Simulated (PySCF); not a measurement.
fluoroethane (C₂H₅F), SMILES CCF. Atoms are numbered in the order given.

```xyz
8

C     -0.2253     1.1954     0.0000
C      0.5487    -0.1028     0.0000
F     -0.3396    -1.1938     0.0000
H      0.4726     2.0463     0.0000
H     -0.8612     1.2710    -0.8927
H     -0.8612     1.2710     0.8927
H      1.1828    -0.1997     0.8963
H      1.1828    -0.1997    -0.8963
```
Charge 0, spin multiplicity 1.

Coordinates come from a PBE-D3(BJ)/def2-TZVP optimisation.

Method: TDA-PBE/def2-SVPD run with PySCF.

Vertical excitations.  State labels are in the subgroup Cs.

### Question
Estimate the UV-visible absorptions. (The exact figures need the calculation; the answer reports its results.)

### Answer

```
state  symmetry  energy (eV)  λ (nm)      f                            main pairs
-----  --------  -----------  ------  -----  ------------------------------------
S1           A"         7.92     157  0.002                       HOMO→LUMO 100 %
S2           A'         8.19     151  0.017                      HOMO−1→LUMO 99 %
S3           A"         8.72     142  0.023                      HOMO→LUMO+1 98 %
S4           A'         8.94     139  0.037                    HOMO−1→LUMO+1 96 %
S5           A"         9.22     135  0.019                      HOMO→LUMO+2 97 %
S6           A'         9.42     132  0.003  HOMO−1→LUMO+2 75 %, HOMO→LUMO+3 20 %
S7           A'         9.52     130  0.117  HOMO→LUMO+3 77 %, HOMO−1→LUMO+2 20 %
S8           A"         9.62     129  0.018                    HOMO−1→LUMO+3 93 %
S9           A"         9.65     128  0.022                      HOMO−2→LUMO 93 %
S10          A'         9.79     127  0.052                      HOMO−3→LUMO 98 %
T1           A"         7.75     160      0                        HOMO→LUMO 99 %
T2           A'         7.99     155      0                      HOMO−1→LUMO 99 %
T3           A"         8.45     147      0                      HOMO→LUMO+1 93 %
T4           A'         8.67     143      0                    HOMO−1→LUMO+1 93 %
```
Triplets are in the Tamm–Dancoff approximation.
